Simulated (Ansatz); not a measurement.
Ansatz (a program for electronic structure) input (SVWN5/def2-TZVP):

Ansatz 0.2 input:
```yaml
crystal:
  periodic: [false, false, false]
  atoms:
    - {symbol: Bi, position_ang: [-0.12178988, -0.08764525, 0.18832819]}
    - {symbol: F, position_ang: [-0.32495132, 1.62226459, -0.87482024]}
    - {symbol: F, position_ang: [1.44812468, -0.81398062, -0.86198414]}
basis:
  gaussian:
    orbitals: def2-TZVP
hamiltonian:
  xc: {name: SVWN5}
magnetization: {spin_polarized: true, initial_magnetization: 1}
relax: {f_tol: 0.003, max_steps: 100}
```

Output:

```
Functional definition: SVWN5
integrals: 0.03 GiB planned
672 factors; their error is unknown
mean field: 0.31 GiB planned
mean field evaluation 1: about -11230.9005 eV, gradient 4.1e1 eV
mean field evaluation 2: about -11149.5663 eV, gradient 1.5e2 eV
mean field evaluation 4: about -11236.2096 eV, gradient 5.4e0 eV
mean field evaluation 8: about -11236.3091 eV, gradient 3.3e-1 eV
mean field evaluation 16: about -11236.3092 eV, gradient 1.4e-5 eV
mean field -11236.30921596 eV, -412.9267474424 hartree, gradient 1.6e-5 eV, S^2 0.750817; 0 other end points of the search recorded, 0 dependent functions left out
the calculation of the forces begins
reference -11236.30924699 eV, -412.9267485828 hartree; 21, 20 occupied and 91, 92 virtual orbitals, 672 factors
relax step   1: F+E_penalty+E_count = -11236.30921596 eV  Δ(F+E_penalty+E_count) = +0.000e0 eV  max|allowed force component| = 4.445e-1 eV/Å  Δτ_max = 0.0000 Å  (31 SCF iters, accepted)
these checks for a lower state are left out or cut short: starts, cluster_reference, orbital_swaps, neighbouring_geometries, increment
integrals: 0.03 GiB planned
672 factors; their error is unknown
mean field: 0.31 GiB planned
mean field -11236.31819611 eV, -412.9270774569 hartree, gradient 1.6e-5 eV, S^2 0.750797; 0 other end points of the search recorded, 0 dependent functions left out
the calculation of the forces begins
reference -11236.31822729 eV, -412.9270786028 hartree; 21, 20 occupied and 91, 92 virtual orbitals, 672 factors
relax step   2: F+E_penalty+E_count = -11236.31819611 eV  Δ(F+E_penalty+E_count) = -8.980e-3 eV  max|allowed force component| = 7.068e-2 eV/Å  Δτ_max = 0.0183 Å  (32 SCF iters, accepted)
these checks for a lower state are left out or cut short: starts, cluster_reference, orbital_swaps, neighbouring_geometries, increment
integrals: 0.03 GiB planned
672 factors; their error is unknown
mean field: 0.31 GiB planned
mean field evaluation 32: about -11236.3185 eV, gradient 1.1e-5 eV
mean field -11236.31845365 eV, -412.9270869213 hartree, gradient 1.7e-5 eV, S^2 0.750798; 0 other end points of the search recorded, 0 dependent functions left out
the calculation of the forces begins
reference -11236.31848480 eV, -412.9270880661 hartree; 21, 20 occupied and 91, 92 virtual orbitals, 672 factors
relax step   3: F+E_penalty+E_count = -11236.31845365 eV  Δ(F+E_penalty+E_count) = -2.575e-4 eV  max|allowed force component| = 1.702e-3 eV/Å  Δτ_max = 0.0059 Å  (32 SCF iters, accepted)
integrals: 0.03 GiB planned
672 factors; their error is unknown
mean field: 0.31 GiB planned
mean field -11236.31845365 eV, -412.9270869213 hartree, gradient 1.7e-5 eV, S^2 0.750798; 1 other end points of the search recorded, 0 dependent functions left out
the calculation of the forces begins
reference -11236.31848480 eV, -412.9270880661 hartree; 21, 20 occupied and 91, 92 virtual orbitals, 672 factors
Total energy: -11236.31848480 eV, -412.9270880661 hartree
Atom 0 at    -0.119698    -0.086140     0.185094 Å, force     0.001101     0.000792    -0.001702 eV/Å
Atom 1 at    -0.312592     1.603093    -0.873106 Å, force    -0.000457    -0.000525     0.000852 eV/Å
Atom 2 at     1.433674    -0.796314    -0.860464 Å, force    -0.000644    -0.000268     0.000850 eV/Å
Dipole moment:    -0.420625    -0.302700     0.650427 e Å
```

It need not be the lowest isomer of its formula.
